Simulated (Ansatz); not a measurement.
`C=COC(C)=O` + SiH₄ → `C=COC(=O)[SiH3]` + CH₄  (formal exchange of groups at a C–C bond)

Computed with Ansatz on PBE0-D4/def2-TZVP structures; ΔE is electronic, products minus reactants. CCSD(T)/CBS adds triple-zeta CCSD(T) − MP2 to the extrapolated MP2 energy (def2 sets, frozen cores). This one scheme is used for every species. DFT in def2-TZVPP. B3LYP here is the variant with VWN-RPA as its local correlation; programs differ in this. One conformer a species, not always the lowest.

| species | B3LYP-D4 energy (Eh) |
| --- | --- |
| `C=COC(C)=O` | -306.61670 |
| SiH₄ | -291.91967 |
| `C=COC(=O)[SiH3]` | -557.99754 |
| CH₄ | -40.54051 |

Q: Work out ΔE.

A: ΔE = (-557.99754) + (-40.54051) − (-306.61670) − (-291.91967) = -0.00168 Eh = -4.4 kJ/mol. CCSD(T)/CBS gives -2.3 kJ/mol.

Largest T1 diagnostic among the species: 0.016.

From PBE to PBE0 (25 % exact exchange), in def2-TZVPP and without D4, ΔE moves by +7.3 kJ/mol. In def2-TZVPP, CCSD(T) changes the Hartree–Fock value by −13.7 kJ/mol (the triples alone add −3.0 kJ/mol) and MP2 by −15.1 kJ/mol.
